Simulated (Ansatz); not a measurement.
Relaxed structures of SiH3TeO (charge -1), singlet (PBE0-D4/def2-TZVPD; forces vanish, vibrations not checked; lower isomers may exist, and structures with a doubtful reference or unclear bonds are left out; Å). Ansatz 0.2.0; basis: def2-TZVPPD; cores frozen in the correlated methods. Filled d shells of the heavier atoms are correlated. Core potentials replace the inner electrons of the atoms past krypton. The def2 sets are not built for correlating such inner shells, so the correlated values are less sure here.

(1) Rank them by CCSD(T) energy, lowest first, and give each one's height above the lowest. Links in brackets join atoms within 1.22 times the sum of their covalent radii (1.1 for two metals). (To be estimated.)
A.
SiH₃TeO ([OH][SiH][TeH]), total charge -1
```
6
angstrom
O -1.9554 -0.0526 0.1560
Si -0.4803 0.1794 -0.6978
Te 1.3215 -0.6525 1.0987
H -0.2783 -1.2537 -1.2706
H -1.9812 -0.8753 0.6500
H 1.5851 0.8035 1.8651
```
B.
SiH₃TeO ([O][TeH2][SiH]), total charge -1
```
6
angstrom
O -2.0900 0.2927 0.1850
Si 1.5841 -0.7277 1.0776
Te -0.3556 -0.0872 -0.2673
H -0.3670 -1.2728 -1.4844
H -0.3635 1.1303 -1.5330
H 1.2544 0.5144 1.9227
```
C.
SiH₃TeO ([OH][SiH2][Te]), total charge -1
```
6
angstrom
O 1.1985 -0.2332 0.6118
Si -0.0995 -0.1023 -0.4538
Te -2.1888 0.2103 0.7155
H -0.0275 -1.3350 -1.3113
H 0.2768 1.0087 -1.3940
H 0.8512 -0.1565 1.5057
```
D.
SiH₃TeO ([O][SiH2][TeH]), total charge -1
```
6
angstrom
O -1.9652 0.0998 0.1623
Si -0.5745 -0.0817 -0.4955
Te 1.4395 -0.6548 1.0939
H -0.3349 -1.2651 -1.4091
H 0.0212 1.0939 -1.2303
H 1.4138 0.8079 1.8787
```

T1 diagnostic: at most 0.022. The restricted Hartree–Fock reference is unstable towards an unrestricted one at one or more of these structures.

## Answers

(1) By the calculation: C (0.0 kJ/mol), D (109.5 kJ/mol), A (157.8 kJ/mol), B (669.1 kJ/mol). Heights count from the lowest.

For scale, one of the runs: CCSD(T)/def2-TZVPPD, 198 basis functions, launched by `ansatz run in.yaml --threads 2 --pin off --events-out ev --progress --plain --max-ram 4352MiB`. Hardware: 2 CPU threads of an Arm Neoverse V1, shared host. Wall time 2.6 min; peak host memory 2.6 GiB.
